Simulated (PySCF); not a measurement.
A structure optimised at B3LYP-D3(BJ)/def2-TZVP, used in a PySCF frequency run:

```xyz
3

Mg     0.0000     0.0000     0.0000
I      0.0000     0.0000    -2.5363
I      0.0000     0.0000     2.5363
```

Problem. Write its SMILES, formula and point group.

Solution. [I][Mg][I], I2Mg, D∞h

Problem. What are its rotational constants (standard atomic weights)?

Solution. 0.30954 GHz (linear rotor, B only)
